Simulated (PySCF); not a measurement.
Molecule: `c1cc(CS)oc1`, C5H6OS.

Geometry:
```csv
atom,x (Å),y (Å),z (Å)
S1,2.723,0.741,0.562
C2,1.697,-0.556,-0.230
C3,0.242,-0.324,-0.129
C4,-0.757,-0.906,0.598
C5,-1.956,-0.196,0.274
C6,-1.590,0.761,-0.622
O7,-0.265,0.689,-0.871
H8,2.295,1.746,-0.232
H9,1.955,-1.486,0.293
H10,2.007,-0.668,-1.280
H11,-0.647,-1.741,1.287
H12,-2.958,-0.377,0.657
H13,-2.137,1.534,-1.156
```

Geometry PBE0-D3(BJ)/def2-SVP throughout; GIAO in PySCF, gas phase, one conformer, non-relativistic; equivalent atoms averaged; functional PBE0.

Question: How do the shifts δ (against CS2, TMS, H2O at the same level) depend on the basis set? (a selection of nuclei; ppm; last column core-seconds on shared hosts with different chips, so compare them loosely)

Answer: 
```
    basis set  functions     S1     C3     C6     C5     C4     O7   H12   H11  H9/H10  core-s
       STO-3G         45  -74.8  121.2  119.3  100.5   99.6  181.1  5.70  5.55    1.99     3.3
     pcSseg-0         79  -92.4  164.2  155.5  122.7  119.1  313.6  6.29  6.09    3.38     4.8
        6-31G         79  -68.0  148.5  137.6  109.9  106.2  266.1  6.33  6.16    3.52     6.6
       6-31G*        114  -32.1  143.5  133.3  106.3  103.1  258.6  6.06  5.89    3.36     9.8
      cc-pVDZ        132  -62.8  151.1  138.1  110.8  106.5  286.3  6.25  6.07    3.34      21
     def2-SVP        132  -52.6  149.7  136.9  109.5  105.4  285.7  6.18  6.01    3.24      19
     pcSseg-1        156  -63.4  157.4  145.9  116.4  112.2  304.9  6.43  6.26    3.49      16
  aug-cc-pVDZ        219  -53.5  151.1  138.2  109.6  104.8  279.8  6.49  6.26    3.69      47
6-311+G(2d,p)        233  -44.2  157.1  143.8  114.3  109.7  293.3  6.47  6.24    3.64      26
    def2-TZVP        259  -44.1  158.8  145.1  115.5  111.0  301.8  6.48  6.25    3.56      60
      cc-pVTZ        298  -56.6  157.2  144.1  114.9  110.4  300.5  6.44  6.22    3.58      72
     IGLO-III        314  -39.4  162.8  148.5  118.3  113.2  301.4  6.43  6.21    3.62      77
```

Question: Which nucleus among those listed moves most, in ppm?

Answer: O7 (aromatic ring oxygen): from 181.1 ppm with STO-3G to 313.6 ppm with pcSseg-0. The smallest spread is 0.71 ppm, at H11. Proton shifts span only some 12 ppm, so a few tenths of a ppm matter as much there as several ppm in carbon.

Question: Taking the largest basis, IGLO-III (314 functions), as the yardstick, rank the others by their worst heavy-atom deviation.

Answer: def2-TZVP 4.7 ppm (259 functions), 6-311+G(2d,p) 8.1 ppm (233 functions), def2-SVP 15.6 ppm (132 functions), cc-pVTZ 17.2 ppm (298 functions), aug-cc-pVDZ 21.5 ppm (219 functions), cc-pVDZ 23.4 ppm (132 functions), pcSseg-1 24.0 ppm (156 functions), 6-31G 35.3 ppm (79 functions), 6-31G* 42.8 ppm (114 functions), pcSseg-0 53.0 ppm (79 functions), STO-3G 120.3 ppm (45 functions).

A small basis that lands close on one nucleus may do so by chance; judge by the trend and by all nuclei.
